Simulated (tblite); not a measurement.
Isomers of C5H13OPSi. Computed values, GFN2-xTB/tblite, gas phase, harmonic and unscaled. Against measured fundamentals such values can be off by several per cent, at times by over 20. Modes of hydrogen on silicon can be 10 to 20 % off. One conformer each.

Electronic energies: GFN2-xTB at the same geometries; isomer energies are rough at this level and their order can be wrong.

```csv
SMILES,"electronic energy, lowest = 0 (kJ/mol)"
C[SiH2]P1CCOCC1,0.0
COCP([SiH3])C1CC1,70.6
[SiH3]CP1CCOCC1,0.8
```

How do GFN2-xTB zero-point energies change the relative energies?

| SMILES | ZPE (kJ/mol) | of it from modes above 1550 cm⁻¹ | electronic (kJ/mol) | with ZPE, lowest = 0 (kJ/mol) | lowest mode (cm⁻¹) | rings |
| --- | --- | --- | --- | --- | --- | --- |
| C[SiH2]P1CCOCC1 | 441.9 | 220.9 | 0.0 | 6.1 | 31 | 1 |
| [SiH3]CP1CCOCC1 | 435.1 | 215.7 | 0.8 | 0.0 | 45 | 1 |
| COCP([SiH3])C1CC1 | 431.1 | 219.0 | 70.6 | 65.9 | 42 | 1 |

The zero-point energies span 10.8 kJ/mol, from `COCP([SiH3])C1CC1` to `C[SiH2]P1CCOCC1`. With it `[SiH3]CP1CCOCC1` becomes the lowest.

What do entropy and thermal enthalpy add at 298.15 K and 1 bar (rigid rotor, harmonic oscillator, one conformer each)?

```json
{"SMILES": "C[SiH2]P1CCOCC1", "point group": "C1", "symmetry number": "1", "S (J/(mol K))": "427.9", "H − H(0) (kJ/mol)": "30.75", "ZPE + H − H(0) − TS (kJ/mol)": "345.1"}
{"SMILES": "[SiH3]CP1CCOCC1", "point group": "C1", "symmetry number": "1", "S (J/(mol K))": "416.9", "H − H(0) (kJ/mol)": "29.67", "ZPE + H − H(0) − TS (kJ/mol)": "340.4"}
{"SMILES": "COCP([SiH3])C1CC1", "point group": "C1", "symmetry number": "1", "S (J/(mol K))": "448.0", "H − H(0) (kJ/mol)": "33.33", "ZPE + H − H(0) − TS (kJ/mol)": "330.9"}
```
